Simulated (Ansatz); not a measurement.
Reactions of CH₅ClO₂Si₂, SMILES `O=C[SiH2][SiH](O)Cl`.

Computed with Ansatz on PBE0-D4/def2-TZVP structures; ΔE is electronic, products minus reactants. CCSD(T)/CBS is the MP2 limit (def2-TZVPP, def2-QZVPP) plus CCSD(T) − MP2 in def2-TZVPP, frozen cores. This one scheme is used for every species, atoms too. For atomizations the MP2-based limit and the directly extrapolated one differ by several kJ/mol either way, and by 10 to 25 for some Ge, Se and Sn compounds, so smaller differences from it don't rank the levels. No spin–orbit coupling; open shells (•) take unrestricted orbitals. Spin–orbit coupling would lower the free atoms: a little for C, Cl, O, Si. Bonds to Ga are less sure, by a few kJ/mol each and by 10 to 20 or more in all where they break to atoms, as the def2 sets lack core-valence functions. Scalar relativity is left out up to krypton. One conformer a species, not always the lowest.

(1) Order these by ΔE at CCSD(T)/CBS, lowest first. (An estimate is asked.)
A. `O=C[SiH2][SiH](O)Cl` + `[NH2][GaH][CH]=O` → `[NH2][GaH][SiH2]C=O` + `O=C[SiH](O)Cl`
B. `O=C[SiH2][SiH](O)Cl` + CH₄ → `C[SiH2][SiH](O)Cl` + `C=O`
C. `O=C[SiH2][SiH](O)Cl` → `O=C[SiH](O)Cl` + `[SiH2]`
D. `O=C[SiH2][SiH](O)Cl` + `F[SiH2]O[SiH3]` → `O[SiH](Cl)[SiH2]F` + `O=C[SiH2]O[SiH3]`
E. `O=C[SiH2][SiH](O)Cl` → C• + Cl• + 5 H• + 2 O• + 2 Si•
F. `O=C[SiH2][SiH](O)Cl` + `FCC1CO1` → `O[SiH](Cl)[SiH2]F` + `O=CCC1CO1`
G. `O=C[SiH2][SiH](O)Cl` + H₂O → `O[SiH2][SiH](O)Cl` + `C=O`

Largest T1 diagnostic: 0.016, for `[NH2][GaH][SiH2]C=O`.

Results:

(1) F (-216.4 kJ/mol), G (-94.1 kJ/mol), A (-36.8 kJ/mol), B (-13.0 kJ/mol), D (+31.1 kJ/mol), C (+223.0 kJ/mol), E (+3967.2 kJ/mol).
